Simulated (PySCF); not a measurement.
Work out the structure from these simulated measurements.

Formula: C6H11PS.

* Triplet: lowest triplet excitation (Tamm–Dancoff): 4.16 eV [TDA CAM-B3LYP/def2-SVPD]
* NMR, other nuclei: isotropic shieldings of nuclei other than C and H, by class: 255 (1 P), 680 (1 S) ppm [GIAO PBE/pcSseg-1]
* UV, strongest line: among the 10 lowest singlet transitions: S9 at 6.69 eV (185 nm, f = 0.083) [TDDFT CAM-B3LYP/def2-SVPD]
* UV, first state: lowest singlet excitation: 5.87 eV (211 nm, f = 0.001) [TDDFT CAM-B3LYP/def2-SVPD]
* 13C NMR: chemical shifts (computed TMS as zero) by class: 145.5 (1 C), 128.4 (1 C), 48.9 (1 C), 46.8 (1 C), 23.2 (1 C), 23.0 (1 C) ppm [GIAO PBE/pcSseg-1]
* Polarisability: 115.5 au [CAM-B3LYP/def2-SVPD]
* Dipole: 5.31 D [CAM-B3LYP/def2-SVPD]
* 1H NMR: chemical shifts (computed TMS as zero) by class: 5.57 (1 H), 2.64 (1 H), 2.45 (1 H), 2.39 (1 H), 2.07 (1 H), 1.79 (3 H), 1.40 (3 H) ppm [GIAO PBE/pcSseg-1]
* Rotational structure: rotational constants A, B, C: 2.794, 0.903, 0.884 GHz [PBE0-D3(BJ)/def2-SVP]

The electronic properties come from PySCF, for the isolated species, density fitting. Levels stand in brackets. Isolated species at its PBE0-D3(BJ)/def2-SVP geometry (one conformer only). NMR values are class means; diastereotopic atoms form classes of their own.

Q: Propose a structure and show how it fits.

A: Numbering: `[CH3:1][C:2]1=[CH:3][CH2:4][P@:5]([CH3:6])(=[S:7])[CH2:8]1`. 6 carbons fall into 6 classes; from least to most shielded: fully substituted alkene carbon [C2] (145.5 ppm), alkene CH carbon [C3] (128.4 ppm), ring sp3 carbon bound to phosphorus [C8] (48.9 ppm), ring sp3 carbon bound to phosphorus [C4] (46.8 ppm), allylic carbon [C1] (23.2 ppm), chain sp3 carbon bound to phosphorus [C6] (23.0 ppm). Hydrogen classes from least to most shielded: 1 H on an alkene CH carbon, C3 (5.57 ppm), 1 H on an sp3 carbon bound to phosphorus, C4 (2.64 ppm), 1 H on an sp3 carbon bound to phosphorus, C8 (2.45 ppm), 1 H on an sp3 carbon bound to phosphorus, C4 (2.39 ppm), 1 H on an sp3 carbon bound to phosphorus, C8 (2.07 ppm), 3 H on an allylic carbon, C1 (1.79 ppm), 3 H on an sp3 carbon bound to phosphorus, C6 (1.40 ppm). The other shieldings belong to: 255 ppm, phosphorus bonded to 3 C and S [P5]; 680 ppm, sulfur bonded to P [S7]. The optimised geometry has point group C1 and is an asymmetric top. Structure: `C[P@]1(CC(C)=CC1)=S`. Computed isomers that give other values at the same levels: `S=[P@]12CC[C@H](CC1)C2` (smallest rotational constant: 1.060 GHz; this holds for the one conformer computed); `CSCP=C=C(C)C` (rotational constant A: 2.318 GHz; this holds for the one conformer computed). The assignments are read from this structure; whether some other isomer fits the data as well wasn't checked. The mirror image fits equally.
